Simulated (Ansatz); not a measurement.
Energy needed to pull apart GeSi2H4, closed shell, into free ground-state atoms, from the structure below (displaced at random from a GFN2-xTB minimum); no zero-point or spin–orbit terms; open-shell atoms are treated unrestricted, in their ground-state multiplicity.

Si1  (-1.223, -1.627, 0.695)
Si2  (0.148, -1.625, -1.031)
Ge3  (0.579, 0.658, -0.109)
H4  (-2.491, -1.130, -0.285)
H5  (1.162, 1.720, -0.996)
H6  (-0.068, 1.556, 0.794)
H7  (1.872, 0.477, 0.849)
(Å)

Program: Ansatz 0.2.0. Basis: def2-TZVPP. Cores are frozen in the correlated methods. Filled d shells of the heavier atoms are correlated. The def2 sets are not built for correlating such inner shells, so the correlated values are less sure here.

```csv
method,atomization energy (eV)
PBE-D4,17.15
BLYP-D4,16.93
r2SCAN-D4,17.12
PBE0-D4,16.85
CAM-B3LYP-D4,16.80
wB97M-V,16.98
HF,?
MP2,?
CCSD,16.23
CCSD(T),16.61
```

Task: What does MP2 give? (To be estimated.)

Result: The calculation gives: 16.19 eV, which is about 0.42 eV less than CCSD(T)/def2-TZVPP.

Task: What does HF give? (Judge from chemistry; the value comes from the calculation.)

Result: The calculation gives: 11.18 eV, which is about 5.43 eV less than CCSD(T)/def2-TZVPP.

In triple zeta the MP2 and coupled-cluster atomization energies are still short of their basis limit by a few kcal/mol a bond, whereas those of the functionals are nearly converged, so these differences are not deviations from converged CCSD(T).

T1 diagnostic: at most 0.022. The restricted Hartree–Fock reference is unstable towards an unrestricted one here.

For scale, one of the runs: CCSD(T)/def2-TZVPP forces, 188 basis functions (an equivalent command: `ansatz run in.yaml --threads 4`). Time: 4.7 min of wall clock on 4 CPU threads; the host was shared. Peak host memory: 3.3 GiB.
